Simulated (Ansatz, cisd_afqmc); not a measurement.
System: SeF, charge 0, doublet. SeF (SMILES [Se]F, doublet).
B3LYP-D3(BJ)/def2-TZVP minimum from Ansatz (a quantum-chemistry and plane-wave program):
```
F
Se 1 1.7548
```
Charge 0, spin multiplicity 2.

Total energies in cc-pVTZ, 13 correlated electrons, 15 frozen orbitals. UHF or UKS for unpaired electrons; spin-orbit terms are left out. Cores are frozen in correlated methods (noble-gas shells, and filled d and f shells in the p block). No relativity. AFQMC/CISD: phaseless, guided by CISD from CCSD amplitudes; bars are statistical, one sigma. Outlying blocks are dropped, and bars are widened where a walk drifts. Over all cases where full CI ran beside it in this data, AFQMC minus full CI had a median of +0.1 mEh and passed +0.4 mEh in a tenth of the cases.

```tsv
method	program	energy (Eh)	minus CCSDT(Q) (mEh)
HF	Ansatz	-2499.32342	408.79
MP2	Ansatz	-2499.70218	30.03
CCSD	Ansatz	-2499.71699	15.22
CCSD(T)	Ansatz	-2499.73078	1.43
CCSDT(Q)	Ansatz	-2499.73221	0.00
AFQMC/CISD	cisd_afqmc	-2499.7314 ± 0.0004	0.8 ± 0.4
```

Rough core times of Ansatz's runs on a shared machine: CCSD(T) under 20 s, CCSDT(Q) 5 min.
